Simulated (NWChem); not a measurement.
# CHS2 cation; SMILES S=C=[SH+]

```xyz
4

S      0.0156    -1.6026     0.0000
C     -0.0246    -0.0956     0.0000
S      0.0750     1.5415     0.0000
H     -1.2790     1.7232     0.0000
```
Atoms are numbered in this order, from 1.

The geometry was optimised at PBE0/def2-SVP.

 Unshifted, non-relativistic core excitations; the lowest 4 roots alone, so stronger bands may lie above.

Q: List the first C K-edge excitations from BHandHLYP/cc-pVTZ, restricted-window TDA (NWChem).

A: 
```json
[
 {"state": "S1", "energy (eV)": "283.3", "dipole oscillator strength": "0.0716", "leading excitation (squared amplitude)": "1s of atom 2 or its equivalents → LUMO (0.95)"},
 {"state": "S2", "energy (eV)": "283.9", "dipole oscillator strength": "0.0774", "leading excitation (squared amplitude)": "1s of atom 2 or its equivalents → LUMO+1 (0.96)"},
 {"state": "S3", "energy (eV)": "289.3", "dipole oscillator strength": "0.0124", "leading excitation (squared amplitude)": "1s of atom 2 or its equivalents → LUMO+3 (0.52)"},
 {"state": "S4", "energy (eV)": "290.6", "dipole oscillator strength": "0.0024", "leading excitation (squared amplitude)": "1s of atom 2 or its equivalents → LUMO+2 (0.52)"}
]
```
